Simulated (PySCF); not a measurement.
CH4N, SMILES [CH2]N, multiplicity 2. Geometry: PBE-D3(BJ)/def2-TZVP. The isomer is the one that the SMILES or the coordinates give; other isomers of the formula were not compared.

Level of theory: PBE-D3(BJ)/def2-TZVP (PySCF).

Harmonic wavenumbers (cm⁻¹): 438, 577, 675, 913, 1209, 1284, 1430, 1598, 3085, 3194, 3443, 3546. Rotational constants (GHz): 144.9, 27.37, 23.67; symmetry number 1.

Task: Work out the zero-point energy and the ideal-gas rigid-rotor harmonic-oscillator thermochemistry at 298.15 K and 1 atm.

Result: ZPE = ½ Σ hcν = ½ × 21393 cm⁻¹ = 127.96 kJ/mol. H − E(el) = 139.61 kJ/mol. Entropy in J/(mol K): translation 151.19, rotation 78.56, vibration 7.89, spin 5.76, total 243.40. G − E(el) = 67.04 kJ/mol. Cp = 51.39 J/(mol K).
